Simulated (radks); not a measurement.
Task: Species: the dysprosium ion Dy4+. Configuration: [Kr] 4d10 4f(up 5, down 5) 5s2 5p(up 2, down 2) (spins set by hand, not the high-spin state). Calculated with a radial shooting solver on a logarithmic mesh with Libxc functionals: scalar-relativistic Kohn-Sham, PBEsol, spin-polarised, spherical densities, finite nucleus; Fermi nuclear charge, rms radius 5.2218 fm. Some entries of the table are withheld. Estimate them.

orbital,occ.,eigenvalue (eV),<r> (bohr)
1s,2,-53673.56,0.02113
2s,2,-8974.983,0.08980
2p,6,-7970.488,0.07946
3s,2,-2030.660,0.2346
3p,6,-1722.192,0.2334
3d,10,-1325.078,0.2121
4s,2,-435.9779,0.5304
4p,6,-334.4858,0.5623
4d,10,-196.2016,(1)
5s,2,-91.4794,(2)
5p,4,-66.5802,1.458
4f,10,-46.1043,(3)

Result: 
(1) 4d <r> (bohr): 0.6107
(2) 5s <r> (bohr): 1.270
(3) 4f <r> (bohr): 0.8199
